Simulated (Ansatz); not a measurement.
`O[SiH](O)O[SiH](F)F` + `[NH]=[Mo](=[NH])([OH])[Cl]` → `O[SiH](O)O[SiH](O)F` + `[NH]=[Mo](=[NH])([F])[Cl]`  (redistribution)

Computed with Ansatz on PBE0-D4/def2-TZVP structures; ΔE is electronic, products minus reactants. CCSD(T)/CBS adds triple-zeta CCSD(T) − MP2 to the extrapolated MP2 energy (def2 sets, frozen cores). This one scheme is used for every species. DFT in def2-TZVPP. B3LYP here is the variant with VWN-RPA as its local correlation; programs differ in this. def2 core potentials past Kr. For Mo outer-core shells are correlated without core-valence functions, which leaves a few kJ/mol of doubt a bond. One conformer a species, not always the lowest.

| level | ΔE (kJ/mol) | difference from CCSD(T)/CBS |
| --- | --- | --- |
| ωB97X-V | 7.8 | -7.7 |
| ωB97M-V | 8.8 | -6.7 |
| r2SCAN | 8.7 | -6.8 |
| PBE0 | 9.2 | -6.3 |
| B3LYP | 10.2 | -5.3 |
| HF/def2-TZVPP | 13.7 | -1.8 |
| MP2/def2-TZVPP | 18.0 | 2.5 |
| HF/def2-QZVPP | 14.6 | -0.9 |
| MP2/def2-QZVPP | 18.1 | 2.6 |
| CCSD/CBS(def2) | 15.0 | -0.5 |
| CCSD(T)/CBS | 15.5 | 0 |

Largest T1 diagnostic among the species: 0.021, so the coupled-cluster value is less sure than usual.
